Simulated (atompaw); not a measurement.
## Reading a pseudo-wave (beryllium (Be))

Columns: radius, all-electron u(r) and pseudo u(r) of the 2s shell (level -5.61 eV) of beryllium in the configuration [He] 2s2 2p0; PBE, scalar-relativistic, PAW (atompaw) scheme, atompaw 4.2.0.5.

| r (bohr) | all-electron | pseudo |
| --- | --- | --- |
| 0.115 | -0.2116 | 0.0613 |
| 0.231 | -0.2519 | 0.1226 |
| 0.346 | -0.2056 | 0.1820 |
| 0.462 | -0.1180 | 0.2401 |
| 0.577 | -0.0155 | 0.2953 |
| 0.692 | 0.0887 | 0.3476 |
| 0.808 | 0.1884 | 0.3969 |
| 0.923 | 0.2777 | 0.4420 |
| 1.038 | 0.3561 | 0.4828 |
| 1.154 | 0.4243 | 0.5196 |
| 1.269 | 0.4819 | 0.5512 |
| 1.385 | 0.5297 | 0.5783 |
| 1.500 | 0.5673 | 0.6002 |
| 1.615 | 0.5959 | 0.6172 |
| 1.731 | 0.6165 | 0.6295 |
| 1.846 | 0.6295 | 0.6371 |
| 1.962 | 0.6362 | 0.6402 |
| 2.077 | 0.6372 | 0.6391 |
| 2.192 | 0.6335 | 0.6342 |
| 2.308 | 0.6256 | 0.6257 |
| 2.423 | 0.6143 | 0.6143 |
| 2.538 | 0.6003 | 0.6003 |
| 2.654 | 0.5839 | 0.5839 |
| 2.769 | 0.5660 | 0.5660 |
| 2.885 | 0.5465 | 0.5465 |
| 3.000 | 0.5262 | 0.5262 |

(1) How many radial nodes do the two functions have?

(2) Is the pseudo-wave norm-conserving?

Results:

(1) The all-electron 2s function has n − l − 1 = 1; the pseudo-wave has 0, since the states of the same l below it are removed with the core.

(2) No, it belongs to a PAW set: the norm inside the radius is not constrained, and the difference is carried by the augmentation charge.
